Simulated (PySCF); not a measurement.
# Correlation energy of V⁺ (vanadium, charge +1)

[Ar] 3d3 4p1, one real determinant (an excited configuration). Computed with PySCF 2.14 in def2-QZVPPD (11s6p5d3f2g, 93 functions), with no relativity, point nucleus. Frozen: [Ne]; 12 electrons correlated.

MP2 pair energies summed by pair of shells (mhartree):

```json
{"pair": "3p-3d", "energy": "-108.68", "share (%)": "34.9"}
{"pair": "3p-3p", "energy": "-106.57", "share (%)": "34.2"}
{"pair": "3s-3p", "energy": "-34.78", "share (%)": "11.2"}
{"pair": "3s-3d", "energy": "-20.49", "share (%)": "6.6"}
{"pair": "3d-3d", "energy": "-19.59", "share (%)": "6.3"}
{"pair": "3p-4p", "energy": "-7.68", "share (%)": "2.5"}
{"pair": "3s-3s", "energy": "-6.59", "share (%)": "2.1"}
{"pair": "3d-4p", "energy": "-6.49", "share (%)": "2.1"}
{"pair": "3s-4p", "energy": "-0.52", "share (%)": "0.2"}
```

Total MP2 correlation energy: -311.39 mhartree.

Same-spin part -96.62 and opposite-spin part -214.77 mhartree; SCS-MP2 scales them by 1/3 and 6/5 to -289.93 mhartree.

The reference is one real determinant that mixes LS terms of this configuration.

This basis was not built for core-valence correlation, so the inner-shell part is incomplete.
